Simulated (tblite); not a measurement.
C6H12O2Si.
Structure used (GFN2-xTB), in Å, numbered top down from 1:
```
atom  x, y, z in Å
C1     4.1310    0.2775    0.7937
C2     3.0553   -0.3356   -0.0588
O3     3.2250   -1.2186   -0.8551
O4     1.8622    0.2020    0.1575
Si5    0.5171   -0.3345   -0.6691
C6    -0.8395    0.7882    0.0315
C7    -2.1828    0.4453   -0.5595
C8    -2.9868   -0.6740    0.0236
C9    -3.4429    0.7446    0.1949
H10    5.0928   -0.1652    0.5553
H11    4.1579    1.3510    0.6225
H12    3.8938    0.1095    1.8418
H13    0.7291   -0.1260   -2.0989
H14    0.3027   -1.7436   -0.3532
H15   -0.8915    0.6934    1.1175
H16   -0.6123    1.8367   -0.1765
H17   -2.2212    0.5576   -1.6358
H18   -2.5861   -1.1839    0.8860
H19   -3.5450   -1.3168   -0.6393
H20   -3.3550    1.1897    1.1745
H21   -4.3127    1.0745   -0.3530
```

Computed values, GFN2-xTB/tblite, gas phase, harmonic and unscaled. Against measured fundamentals such values can be off by several per cent, at times by over 20. Modes of hydrogen on silicon can be 10 to 20 % off. One conformer, not necessarily the lowest.

Harmonic wavenumbers (cm⁻¹): 30.3, 36.6, 50.5, 60.0, 84.2, 112.6, 143.5, 191.3, 333.3, 360.4, 388.5, 473.7, 566.6, 592.7, 634.5, 732.1, 756.1, 769.3, 774.8, 783.8, 806.6, 861.3, 881.9, 960.2, 974.1, 1003.1, 1004.8, 1007.4, 1063.1, 1068.3, 1102.4, 1115.8, 1158.5, 1198.9, 1221.0, 1239.5, 1264.7, 1362.5, 1395.1, 1441.3, 1442.7, 1443.6, 1467.0, 1495.3, 1772.2, 2282.0, 2303.0, 2955.5, 2979.3, 3030.9, 3038.0, 3047.0, 3068.2, 3086.7, 3090.0, 3092.7, 3110.5.

A = 4754, B = 515.9, C = 488.1 MHz; mass 144.061 u (most abundant isotopes); point group C1, symmetry number 1.

Task: Zero-point energy?

Result: ½Σν̃ = 36355 cm⁻¹ = 434.90 kJ/mol.

Task: What is S at 273.15 K and 1 bar for an ideal gas of classical rigid rotors and harmonic oscillators?

Result: Translation 169.02, rotation 124.32, vibration 158.22: S = 451.6 J/(mol K).

Task: And Cp and H(273.15 K) − H(0)?

Result: Cp = 166.30 J/(mol K), of which vibrations give 133.05 (their classical limit is 57 R = 473.9); H(273.15 K) − H(0) = 29.09 kJ/mol without the zero-point energy, 20.00 from vibrations.

Task: Blend soft modes into free rotors: weight 1/[1 + (100 cm⁻¹/ν̃)⁴] for the oscillator and the rest for a rotor with moment μB/(μ + B), μ = h/(8π²ν), B = 10⁻⁴⁴ kg m². What vibrational entropy results?

Result: 134.11 J/(mol K) in place of 158.22, which changes −T·S at 273.15 K by +6.59 kJ/mol.

Task: How do the functions run with temperature in this model?

Result: 
```tsv
T (K)	S (J/(mol K))	Cp (J/(mol K))	H − H(0) (kJ/mol)	G − H(0) (kJ/mol)	ln q(vib)
150	370.6	111.9	12.12	-43.47	5.97
250	437.3	155.1	25.37	-83.97	9.47
298.15	466.7	178.6	33.40	-105.74	11.02
400	526.0	226.4	54.07	-156.31	14.19
600	632.5	299.1	107.10	-272.38	20.17
900	767.9	367.6	208.00	-483.11	28.51
```

q(vib) and H(0) count from the zero-point level.

Task: What must be added to the electronic energy to get the Gibbs energy at 273.15 K and 1 bar?

Result: ZPE + [H(273.15 K) − H(0)] − T·S = 434.90 + 29.09 − 123.35 = 340.64 kJ/mol.

Hindered rotation and anharmonicity are outside this model. Other conformers, if any are populated, would add a mixing term that is left out. The structure is chiral; the term R ln 2 for an equal mix with its mirror image is left out.
